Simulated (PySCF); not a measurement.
Dipole moment and polarisability of CuBr

Species: CuBr (singlet state).
Structure used (PBE0-D3(BJ)/def2-SVP), in Å, numbered top down from 1:
```xyz
2
CuBr angstrom
Cu     1.1031   -0.0043    0.0010
Br    -1.1028    0.0083   -0.0141
```

Level: CAM-B3LYP/def2-SVPD (PySCF), static field, nuclei fixed, core orbitals frozen in the response. The polarisability tensor in these axes (au):

```
x   55.89 -0.10  0.12
y   -0.10 38.76  0.00
z    0.12  0.00 38.76
```

**Question.** Give the principal values, the mean and the anisotropy Δα = √{½[(α1 − α2)² + (α2 − α3)² + (α1 − α3)²]}.

**Answer.** Principal values 38.76, 38.76 and 55.89 au; mean 44.47 au = 6.59 Å³ = 7.33 × 10⁻⁴⁰ C²·m²/J; Δα = 17.13 au (39 % of the mean).

**Question.** What is the dipole moment, and where does it point?

**Answer.** (5.55, -0.03, 0.04) D, 5.55 D in size, pointing from the negative to the positive side. Measured along this direction, the outermost atoms are Br2 at the negative end and Cu1 at the positive end.

**Question.** What depolarisation ratio follows for Rayleigh scattering of linearly polarised light, taking the static tensor?

**Answer.** ρ = 3Δα²/(45ᾱ² + 4Δα²) = 880.5/(88985 + 1174.0) = 0.00977.

**Question.** Traceless (Buckingham) quadrupole moment about the centre of nuclear charge: eigenvalues?

**Answer.** -3.78, -3.78, 7.56 D·Å. The values depend on the origin, since the dipole doesn't vanish. The electronic extent ⟨r²⟩ about the same centre is 341 bohr², a root-mean-square distance of 1.22 Å for the 64 electrons.

**Question.** Orientational against electronic polarisability at 400 K (dilute gas, rigid molecules)?

**Answer.** In Gaussian units μ²/3kT = 186.02 Å³ against 6.59 Å³, a ratio of 28.23; the Debye molar polarisation (4π/3)N_A(α + μ²/3kT) is 485.9 cm³/mol, leaving out the vibrational part.

**Question.** Refractivity n − 1 of an ideal gas of it at 350 K and 1 atm, from the electronic α?

**Answer.** N = p/kT = 2.0968 × 10¹⁹ cm⁻³, so n − 1 = 2π × N × 6.59 × 10⁻²⁴ cm³ = 868 × 10⁻⁶ at long wavelengths.

**Question.** Find the Langevin capture rate constant for NH4+ (18.034 u) meeting this molecule (141.848 u), k = 2.342 × 10⁻⁹ cm³/s × √(α in Å³ / reduced mass in u).

**Answer.** The reduced mass is 16.00 u, so k = 1.50 × 10⁻⁹ cm³/s. The formula leaves out the permanent dipole, which adds to the capture rate.

Isolated species at its PBE0-D3(BJ)/def2-SVP geometry, gas phase. The calculation is non-relativistic, for bromine too.

These values come from a run that also computed excited states. Time: 3.8 s of wall time. Hardware: Arm Neoverse V2, one thread, shared host.
